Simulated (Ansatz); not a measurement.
Basis sets compared for WN(OH)3 (WNO₃H₃). Charge 0, multiplicity 1. Geometry r2SCAN-D4/def2-SVP. Ansatz on 4 threads of Arm Neoverse V2 on a shared host; times are rough, and most runs start from earlier orbitals.

```xyz
8

W     0.065    0.000    0.041
N    -1.355   -0.006   -0.851
O     0.506   -1.830    0.297
H    -0.040   -2.547   -0.053
O    -0.361    0.903    1.658
H    -1.244    1.252    1.837
O     1.327    0.933   -1.030
H     1.102    1.294   -1.898
```

In the def2 sets W takes a core potential; there is no spin–orbit coupling. The restricted singlet is unstable towards broken spin symmetry in Hartree–Fock (as tested in another run); at PBE-D4/def2-SVP, PBE-D4/def2-TZVPD, r2SCAN-D4/def2-TZVP, r2SCAN-D4/def2-TZVPD and others this wasn't settled.

```json
{"level": "PBE-D4/def2-SVP", "functions": "103", "energy (Eh)": "-349.0152", "HOMO (eV)": "-6.65", "LUMO (eV)": "-1.60", "wall time": "0.85 s"}
{"level": "PBE-D4/def2-TZVP", "functions": "182", "energy (Eh)": "-349.3751", "HOMO (eV)": "-6.77", "LUMO (eV)": "-1.78", "wall time": "1.5 s"}
{"level": "r2SCAN-D4/def2-TZVP", "functions": "182", "energy (Eh)": "-349.5177", "HOMO (eV)": "-7.11", "LUMO (eV)": "-1.66", "wall time": "2.8 s"}
{"level": "PBE0-D4/def2-SVP", "functions": "103", "energy (Eh)": "-348.9320", "HOMO (eV)": "-8.26", "LUMO (eV)": "-0.82", "wall time": "1 s"}
{"level": "PBE0-D4/def2-TZVP", "functions": "182", "energy (Eh)": "-349.2934", "HOMO (eV)": "-8.32", "LUMO (eV)": "-0.94", "wall time": "1.8 s"}
```

Estimate the rows for PBE-D4/def2-TZVPD, r2SCAN-D4/def2-TZVPD, PBE0-D4/def2-TZVPD.


| level | functions | energy (Eh) | HOMO (eV) | LUMO (eV) | wall time |
| --- | --- | --- | --- | --- | --- |
| PBE-D4/def2-TZVPD | 227 | -349.3797 | -6.84 | -1.89 | 2.5 s |
| r2SCAN-D4/def2-TZVPD | 227 | -349.5214 | -7.14 | -1.73 | 4.1 s |
| PBE0-D4/def2-TZVPD | 227 | -349.2974 | -8.36 | -1.04 | 3 s |
